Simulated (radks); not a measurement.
Spherical quantum dot in the effective-mass picture: electrons in a well V = -V0 / (1 + exp((r - R)/a)) with V0 = 30.3, R = 1.7, a = 0.19, with a point charge +1 (a donor) at the centre, all in effective atomic units (hartree* = m*/eps^2 hartree, bohr* = eps/m* bohr), one dielectric constant everywhere. Calculated with a radial shooting solver with Libxc functionals: non-relativistic Kohn-Sham, exchange-only LDA, spin-polarised, spherical densities. Levels are named by radial order and angular momentum (1s, 1p, 1d, 2s, ...), and open shells are averaged over m. Each electron was tried in the lowest free levels, single moves between levels near the top were tried too, and the lowest total energy was kept; such a search can miss a lower state. The series stops at N = 25: beyond it a trial failed or the search could not be trusted, so later rows were left out. At N = 1 the Hartree and exchange-correlation terms need not cancel, so that row can carry a self-interaction error.

\begin{tabular}{lrrrrr}
N & open shells & 2S & E (hartree*) & addition energy mu(N+1) - mu(N) (hartree*) & rms radius (bohr*) \\ \hline
1 & 1s(up 1, down 0) & 1 & -29.5756 & 1.295 & 0.7390 \\
2 & none & 0 & -57.8562 & 3.363 & 0.7677 \\
3 & 1p(up 1, down 0) & 1 & -82.7741 & 0.8162 & 0.8504 \\
4 & 1p(up 2, down 0) & 2 & -106.876 & 0.8407 & 0.8937 \\
5 & 1p(up 3, down 0) & 3 & -130.137 & 1.142 & 0.9224 \\
6 & 1p(up 3, down 1) & 2 & -152.255 & 0.7795 & 0.9451 \\
7 & 1p(up 3, down 2) & 1 & -173.594 & 0.8052 & 0.9632 \\
8 & none & 0 & -194.128 & 3.154 & 0.9785 \\
9 & 1d(up 1, down 0) & 1 & -211.508 & 0.7454 & 1.002 \\
10 & 1d(up 2, down 0) & 2 & -228.143 & 0.7496 & 1.022 \\
11 & 1d(up 3, down 0) & 3 & -244.028 & 0.7512 & 1.039 \\
12 & 1d(up 4, down 0) & 4 & -259.162 & 0.7513 & 1.053 \\
13 & 1d(up 5, down 0) & 5 & -273.545 & 1.000 & 1.066 \\
14 & 1d(up 5, down 1) & 4 & -286.927 & 0.7213 & 1.078 \\
15 & 1d(up 5, down 2) & 3 & -299.588 & 0.7260 & 1.089 \\
16 & 1d(up 5, down 3) & 2 & -311.523 & 0.7281 & 1.099 \\
17 & 1d(up 5, down 4) & 1 & -322.729 & 0.7287 & 1.108 \\
18 & none & 0 & -333.208 & 1.516 & 1.117 \\
19 & 2s(up 1, down 0) & 1 & -342.169 & 0.9983 & 1.120 \\
20 & none & 0 & -350.133 & 2.159 & 1.123 \\
21 & 1f(up 1, down 0) & 1 & -355.937 & 0.6858 & 1.134 \\
22 & 1f(up 2, down 0) & 2 & -361.055 & 0.6857 & 1.144 \\
23 & 1f(up 3, down 0) & 3 & -365.488 & 0.6852 & 1.153 \\
24 & 1f(up 4, down 0) & 4 & -369.236 & 0.6844 & 1.162 \\
25 & 1f(up 5, down 0) & 5 & -372.299 & - & 1.171 \\
\end{tabular}

All shells are closed at N = 2, 8, 18, 20 (there: 1s2 1p6 1d10 2s2); the second difference of the energy has clear peaks (12 % above both neighbours; the first and last values, which can be the largest, are not judged, and half-filled shells can peak too) at N = 2, 5, 8, 13, 18, 20.
